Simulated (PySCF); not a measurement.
C6H5F, SMILES C#CC(=C)/C=C\F.

The structure is a stationary point at PBE0-D3(BJ)/def2-SVP. The structure was generated by enumeration; whether it is a known compound was not checked. One conformer was computed; it need not be the lowest.

Two levels are set side by side: TDDFT-PBE/def2-SVPD (PySCF) and TDDFT-CAM-B3LYP/def2-SVPD (PySCF). Vertical, same geometry. The lowest singlet is HOMO−1→LUMO 100 % with PBE and HOMO→LUMO 93 % with the other functional; states are paired by order. Differences are taken from unrounded values.

```json
[
 {"quantity": "lowest singlet excitation (eV)", "TDDFT-PBE": "4.49"},
 {"quantity": "lowest triplet excitation (TDA) (eV)", "TDDFT-PBE": "2.78"},
 {"quantity": "first bright state (f over 0.05) (eV)", "TDDFT-PBE": "4.71"},
 {"quantity": "its oscillator strength", "TDDFT-PBE": "0.24"}
]
```

Task: These are the TDDFT-PBE values. What does TDDFT-CAM-B3LYP give? (Estimate from the structure and the level; the computed values follow.)

Result: 
```json
[
 {"quantity": "lowest singlet excitation (eV)", "TDDFT-CAM-B3LYP": "5.26", "TDDFT-PBE minus TDDFT-CAM-B3LYP": "-0.77"},
 {"quantity": "lowest triplet excitation (TDA) (eV)", "TDDFT-CAM-B3LYP": "2.85", "TDDFT-PBE minus TDDFT-CAM-B3LYP": "-0.07"},
 {"quantity": "first bright state (f over 0.05) (eV)", "TDDFT-CAM-B3LYP": "5.26", "TDDFT-PBE minus TDDFT-CAM-B3LYP": "-0.55"},
 {"quantity": "its oscillator strength", "TDDFT-CAM-B3LYP": "0.38", "TDDFT-PBE minus TDDFT-CAM-B3LYP": "-0.13"}
]
```

A lower first singlet is the usual sign of a functional without exact exchange. Differences between two approximate levels are no errors against the true value.

Rough cost on one machine, each run with all the roots and properties that it gave: TDDFT-CAM-B3LYP against TDDFT-PBE about 8 times.
